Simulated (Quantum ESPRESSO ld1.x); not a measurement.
Question: All-electron atom: Ge+ in [Ar] 3d10 4s2 4p1. Calculated with ld1.x of Quantum ESPRESSO 7.5: non-relativistic Kohn-Sham, revPBE, spin-unpolarised, spherical densities, point nucleus. Some entries of the table are withheld. Estimate them.

orbital  occ.  eigenvalue (eV)  <1/r> (bohr^-1)
1s          2         -10812.9            31.51
2s          2         -1346.19              (1)
2p          6         -1199.25            6.891
3s          2         -172.013              (2)
3p          6              (3)              (4)
3d         10              (5)            1.788
4s          2         -19.3952           0.6319
4p          1         -11.2016           0.5029

Answer: 
(1) 2s <1/r> (bohr^-1): 6.921
(2) 3s <1/r> (bohr^-1): 2.232
(3) 3p eigenvalue (eV): -123.373
(4) 3p <1/r> (bohr^-1): 2.109
(5) 3d eigenvalue (eV): -39.0851
